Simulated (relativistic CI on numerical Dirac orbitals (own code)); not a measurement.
## One change at a time: Ir⁵²⁺

Base calculation: Dirac-Coulomb-Breit CI, orbitals from a KLI potential per configuration, QED by a radiative potential, unscaled Slater integrals.

Configurations in the expansion (outside the closed core [Ne]): 3s²3p⁶3d⁷, 3s²3p⁵3d⁸, 3s²3p⁴3d⁹, 3s3p⁶3d⁸, 3p⁶3d⁹, 3s3p⁵3d⁹, 3s²3p⁶3d⁶4s, 3s²3p⁶3d⁶4p, 3s²3p⁴3d⁸4s, 3s²3p⁶3d⁶4d, 3s²3p⁴3d⁸4p, 3s²3p⁵3d⁷4s, 3s²3p⁶3d⁶4f, 3s²3p⁵3d⁷4p, 3s²3p⁶3d⁵4s², 3s3p⁶3d⁷4s. Levels of other configurations are missing.

Variants: (1) Breit term removed. Shifts of the energy above 3s²3p⁶3d⁷ ⁴F9/2, in eV, for the lowest level and the first level of each name with at least 55 % of one term (blank where a level changes its place among those of its configuration and J or its character, or is not in the variant):

```
            Level     Base    Δ(1)
  3s²3p⁶3d⁷ ⁴F9/2    0.000   0.000
  3s²3p⁶3d⁷ ⁴F7/2   79.954  +1.154
  3s²3p⁶3d⁷ ⁴P5/2   92.998  +0.740
 3s²3p⁶3d⁷ ²H11/2   96.128  +2.959
  3s²3p⁶3d⁷ ²F7/2  103.605  +1.666
  3s²3p⁶3d⁷ ²F5/2  108.353  +0.948
  3s²3p⁶3d⁷ ²D3/2  127.685  +0.144
  3s²3p⁶3d⁷ ⁴F5/2  167.519  +2.455
  3s²3p⁶3d⁷ ²H9/2  176.997  +4.098
3s²3p⁵3d⁸ ⁴G°11/2  440.904  +3.642
 3s²3p⁵3d⁸ ²D°5/2  453.516  +2.453
 3s²3p⁵3d⁸ ⁴F°9/2  461.763  +3.283
 3s²3p⁵3d⁸ ⁴G°9/2  530.072  +4.981
3s²3p⁵3d⁸ ²H°11/2  553.134  +5.932
 3s²3p⁵3d⁸ ²G°9/2  572.512  +5.623
 3s²3p⁵3d⁸ ²F°5/2  586.106        
 3s²3p⁵3d⁸ ⁴D°1/2  642.929  +5.807
  3s²3p⁴3d⁹ ⁴F9/2  923.436  +6.322
  3s²3p⁴3d⁹ ²P1/2  932.538  +5.469
```

At this charge energies of transitions that change n are usually good to better than 1 %, and those within a shell (Δn = 0) to a few per cent.

Ionisation energy from the two ground configurations alone: base 4952.22 eV; Breit term removed 4954.87 eV. The NIST ASD value (theoretical) is 4952 eV.

LS names give the leading component of a level, which can be under half, so a name can repeat, a term be missing and a line seem to break the LS rules.
